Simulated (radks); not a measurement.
The numbers below are computed, except where a source is named.
All-electron atom: C2+ in [He] 2s2 (the NIST ground configuration).

Code: a radial shooting solver on a logarithmic mesh with Libxc functionals. Model: scalar-relativistic Kohn-Sham, PBEsol, spin-unpolarised, spherical densities, point nucleus.

Energy parts (eV):
| part | energy |
|---|---|
| total | -988.160 |
| kinetic | 986.220 |
| electron-nucleus | -2187.293 |
| Hartree | 326.915 |
| exchange-correlation | -114.003 |

Orbitals (lengths in bohr, moments of r in powers of bohr; r(90%) holds 90 % of the orbital's charge):
\begin{tabular}{lrrrr}
orbital & occ. & eigenvalue (eV) & r(90%) & <r> \\ \hline
1s & 2 & -307.1125 & 0.486 & 0.2707 \\
2s & 2 & -40.1782 & 2.11 & 1.364 \\
\end{tabular}

The highest occupied level is 2s at -40.178 eV. For comparison, the ionisation energy in NIST's Atomic Spectra Database is 47.888 eV (measured). In exact Kohn-Sham theory the highest level is minus the ionisation energy, but local and semilocal functionals leave it too shallow, through self-interaction and a potential that decays too fast; potentials with the right tail come closer. The density falls to 0.001 e/bohr^3 at r = 2.79 bohr.

Run on one thread of a shared host, so times are rough (Arm Neoverse V2): 0.03 s of CPU time, 0.03 s wall, 13 iterations on 2476 mesh points.
